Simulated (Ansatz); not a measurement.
CH6B2OS (`BOCBS`), relaxed with RKS PBE-D4/def2-SVP in Ansatz 0.2.0 from a rough embedded geometry. The force threshold is 0.03 eV/Å; the program also tests the step.

Total charge 0; spin multiplicity 1.

Start:

```xyz
11

B     0.522    0.668   -1.914
O     0.341    0.663   -0.504
C    -0.455   -0.467   -0.126
B    -0.541   -0.391    1.495
S     0.903   -0.539    2.599
H    -0.252    1.176   -2.677
H     1.459    0.079   -2.432
H    -1.411   -0.396   -0.555
H     0.072   -1.371   -0.405
H    -1.685   -0.310    1.931
H     1.045    0.887    2.589
```

```tsv
step	energy (eV)	largest force (eV/Å)	largest move (Å)
1	-15351.4373	2.834	0.000
2	-15351.6982	0.963	0.097
3	-15351.7645	0.380	0.087
4	-15351.8621	0.650	0.194
5	-15352.0343	0.925	0.198
6	-15352.2617	0.980	0.195
7	-15352.5444	1.079	0.196
8	-15352.8955	1.412	0.196
9	-15353.3038	0.814	0.200
10	-15353.5024	0.663	0.200
11 (rejected)	-15353.4790	1.732	0.194
12	-15353.5812	0.248	0.097
13	-15353.5972	0.148	0.100
14	-15353.6007	0.136	0.077
15 (rejected)	-15353.5882	0.534	0.199
16	-15353.6048	0.061	0.095
17	-15353.6054	0.040	0.025
18	-15353.6057	0.082	0.047
19	-15353.6062	0.043	0.052
20	-15353.6064	0.024	0.013
```

End:

```xyz
11

B     0.708    0.535   -1.925
O     0.640   -0.372   -0.930
C    -0.552   -0.620   -0.178
B    -0.444   -0.254    1.348
S     1.065    0.490    1.947
H    -0.285    1.176   -2.247
H     1.791    0.664   -2.464
H    -1.424   -0.081   -0.624
H    -0.799   -1.704   -0.265
H    -1.378   -0.471    2.091
H     0.679    0.637    3.247
```

It took 25 s on 4 threads of an Intel Xeon Platinum 8488C on a shared host, with 0.18 GiB of host memory at the peak.
